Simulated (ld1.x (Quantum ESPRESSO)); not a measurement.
## Br: excitation energies, all-electron against TM

* Element: bromine (Br)
* Generator: ld1.x (Quantum ESPRESSO) 7.5
* Type: norm-conserving Troullier–Martins (Kleinman–Bylander form)
* Functional: LDA (PZ)
* Relativity: scalar-relativistic
* Frozen core: [Ar] 3d10
* Valence charge: 7
* Reference configuration: 4s2 4p5
* Partial waves: 4s (bound): rc 1.20 bohr; 4p (bound): rc 1.80 bohr
* Local potential: all-electron potential smoothed inside 1.00 bohr (lloc = -1)
* Core correction: none

Energies are relative to the spin-unpolarised reference configuration 4s2 4p5; without spin polarisation the order of configurations can differ from experiment. Spin-polarised rows fill each open shell by Hund’s rule, majority spin first.

**Question.** Give the all-electron excitation energy and the error of the potential for: 4s2 4p4; 4s2 4p3; 4s2 4p2; 4s1 4p6; 4s1 4p5; 4s2 4p1; 4s2 4p4.5; 4s2 4p5 (spin-polarised); 4s2 4p4 (spin-polarised).

**Answer.**

```json
{"valence configuration": "4s2 4p4", "charge": "+1", "ΔE all-electron (eV)": "12.708", "error AE − PS (meV)": "+3.9"}
{"valence configuration": "4s2 4p3", "charge": "+2", "ΔE all-electron (eV)": "35.652", "error AE − PS (meV)": "+28"}
{"valence configuration": "4s2 4p2", "charge": "+3", "ΔE all-electron (eV)": "69.873", "error AE − PS (meV)": "+83"}
{"valence configuration": "4s1 4p6", "charge": "0", "ΔE all-electron (eV)": "12.418", "error AE − PS (meV)": "+4.7"}
{"valence configuration": "4s1 4p5", "charge": "+1", "ΔE all-electron (eV)": "25.751", "error AE − PS (meV)": "+19"}
{"valence configuration": "4s2 4p1", "charge": "+4", "ΔE all-electron (eV)": "116.223", "error AE − PS (meV)": "+182"}
{"valence configuration": "4s2 4p4.5", "charge": "+0.5", "ΔE all-electron (eV)": "5.150", "error AE − PS (meV)": "+0.4"}
{"valence configuration": "4s2 4p5 (spin-polarised)", "charge": "0", "ΔE all-electron (eV)": "-0.151", "error AE − PS (meV)": "+21"}
{"valence configuration": "4s2 4p4 (spin-polarised)", "charge": "+1", "ΔE all-electron (eV)": "11.998", "error AE − PS (meV)": "+114"}
```

Note: ghost states, extra bound levels that the all-electron valence spectrum of the same l lacks: s at -94.8 eV, d at -1.08 eV. A true bound ghost makes a file unfit for plane-wave use.
